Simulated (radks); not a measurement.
Results of a calculation; reference values are marked as such.
Ionisation of the germanium ion Ge+, [Ar] 3d10 4s2 4p1, to [Ar] 3d10 4s2 as the strength of local exchange is varied. Code: a radial shooting solver on a logarithmic mesh with Libxc functionals. Model: scalar-relativistic Kohn-Sham, Slater X-alpha exchange (alpha = 2/3 is LDA exchange), no correlation, spin-unpolarised, spherical densities, point nucleus.

[
 {"alpha": "0.564", "E(Ge+) (hartree)": "-2081.51816", "exchange (hartree)": "-61.77852", "IE (eV)": "13.629", "-e of the level emptied (eV)": "9.499 (4p)", "<r> of it (bohr)": "2.665"},
 {"alpha": "0.594", "E(Ge+) (hartree)": "-2084.80988", "exchange (hartree)": "-65.16813", "IE (eV)": "13.896", "-e of the level emptied (eV)": "9.744 (4p)", "<r> of it (bohr)": "2.640"},
 {"alpha": "0.651", "E(Ge+) (hartree)": "-2091.07855", "exchange (hartree)": "-71.63703", "IE (eV)": "14.411", "-e of the level emptied (eV)": "10.219 (4p)", "<r> of it (bohr)": "2.595"},
 {"alpha": "0.667", "E(Ge+) (hartree)": "-2092.84157", "exchange (hartree)": "-73.45959", "IE (eV)": "14.557", "-e of the level emptied (eV)": "10.354 (4p)", "<r> of it (bohr)": "2.583"},
 {"alpha": "0.826", "E(Ge+) (hartree)": "-2110.44228", "exchange (hartree)": "-91.73144", "IE (eV)": "16.051", "-e of the level emptied (eV)": "11.745 (4p)", "<r> of it (bohr)": "2.469"},
 {"alpha": "0.853", "E(Ge+) (hartree)": "-2113.44563", "exchange (hartree)": "-94.86305", "IE (eV)": "16.312", "-e of the level emptied (eV)": "11.989 (4p)", "<r> of it (bohr)": "2.452"},
 {"alpha": "0.961", "E(Ge+) (hartree)": "-2125.50117", "exchange (hartree)": "-107.47305", "IE (eV)": "17.376", "-e of the level emptied (eV)": "12.991 (4p)", "<r> of it (bohr)": "2.383"}
]

NIST Atomic Spectra Database: 15.935 eV (measured). The Delta-SCF value meets it near alpha = 0.81. Spin polarisation and multiplet splitting are left out, so open shells lie too high by an amount that depends on their filling.

Beside tabulated values, note that spin-unpolarised runs miss the spin-polarisation part of the exchange energy of open shells.
